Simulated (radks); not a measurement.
Pd42+, configuration [He] 2s2. Calculated with a radial shooting solver on a logarithmic mesh with Libxc functionals: scalar-relativistic Kohn-Sham, PBEsol, spin-polarised, spherical densities, finite nucleus; Fermi nuclear charge, rms radius 4.5318 fm.

Normalised radial functions P(r) = r R(r), r in bohr:

| r | 1s | 2s |
|---|---|---|
| 0.001921 | 1.2661 | 0.4494 |
| 0.002327 | 1.4890 | 0.5279 |
| 0.00282 | 1.7443 | 0.6175 |
| 0.003417 | 2.0336 | 0.7183 |
| 0.00414 | 2.3571 | 0.8302 |
| 0.004976 | 2.6976 | 0.9464 |
| 0.006029 | 3.0798 | 1.0745 |
| 0.007306 | 3.4805 | 1.2047 |
| 0.008852 | 3.8850 | 1.3294 |
| 0.01073 | 4.2721 | 1.4373 |
| 0.013 | 4.6135 | 1.5132 |
| 0.01562 | 4.8655 | 1.5375 |
| 0.01893 | 5.0122 | 1.4890 |
| 0.02293 | 5.0018 | 1.3389 |
| 0.02779 | 4.8030 | 1.0617 |
| 0.03367 | 4.4024 | 0.6391 |
| 0.04047 | 3.8421 | 0.0954 |
| 0.04904 | 3.1195 | -0.5937 |
| 0.05942 | 2.3339 | -1.3489 |
| 0.072 | 1.5820 | -2.0731 |
| 0.08724 | 0.9516 | -2.6417 |
| 0.1049 | 0.5107 | -2.9251 |
| 0.1271 | 0.2249 | -2.8709 |
| 0.154 | 0.0802 | -2.4696 |
| 0.1865 | 0.0222 | -1.8368 |
| 0.226 | 0.0045 | -1.1566 |
| 0.2717 | 0.0007 | -0.6186 |
| 0.3292 | 0.0001 | -0.2568 |
| 0.3989 | 0.0000 | -0.0809 |

1s: eigenvalue -28002 eV, 0 radial nodes, <r> = 0.0317 bohr, 90 % of the charge inside 0.0568 bohr. 2s: eigenvalue -6688.6 eV, 1 radial node at r = 0.0416 bohr, <r> = 0.130 bohr, 90 % of the charge inside 0.199 bohr.
